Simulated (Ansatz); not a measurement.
## Which is lower?

Two isomers of C2H6BLi, singlet, relaxed at PBE0-D4/def2-TZVP (vibrations not checked).

A:

Li1  (-2.591, -0.493, -0.998)
B2  (-0.503, -0.154, -0.283)
C3  (0.328, 1.128, -0.674)
C4  (0.191, -1.091, 0.779)
H5  (0.086, 1.588, -1.634)
H6  (0.041, 1.873, 0.088)
H7  (1.419, 1.011, -0.596)
H8  (-0.144, -2.130, 0.801)
H9  (-0.117, -0.665, 1.750)
H10  (1.290, -1.067, 0.766)
(Å)

B:

```xyz
10
angstrom
Li -2.2751 0.8849 -1.6218
B -0.2674 1.2131 -0.7568
C 0.5507 0.2392 0.1626
C -0.0479 -1.1089 0.5391
H 0.3508 2.2403 -0.9625
H 1.5312 0.1009 -0.3247
H 0.8057 0.8125 1.0706
H 0.6079 -1.7038 1.1834
H -0.9978 -0.9762 1.0665
H -0.2582 -1.7021 -0.3564
```

Computed with Ansatz 0.2.0 (basis: def2-TZVPP); correlated methods freeze the cores. The outer core shell of Li, Na, Mg and K is correlated. B3LYP uses VWN-RPA correlation.

**Question.** Which structure is lower at CCSD(T), and by how much? (Judge from chemistry; the value comes from the calculation.)

**Answer.** The calculation gives: A, by 10.60 kcal/mol (electronic energy, against the other). By their contacts, A is C₂H₆BLi ([Li][B]([CH3])[CH3]) and B is C₂H₆BLi ([Li][BH][CH2][CH3]).

All methods give the same order:

```tsv
method	E(B) − E(A) (kcal/mol)
PBE-D4	11.96
r2SCAN-D4	12.05
PBE0-D4	11.34
B3LYP-D4	11.16
wB97M-V	11.14
HF	8.94
MP2	11.28
CCSD	10.26
CCSD(T)	10.60
```

No T1 diagnostic of these runs exceeds 0.011. The restricted Hartree–Fock reference is unstable towards an unrestricted one at one or more of these structures.

Labels in which every atom is bracketed show which atoms are joined, not bond orders.
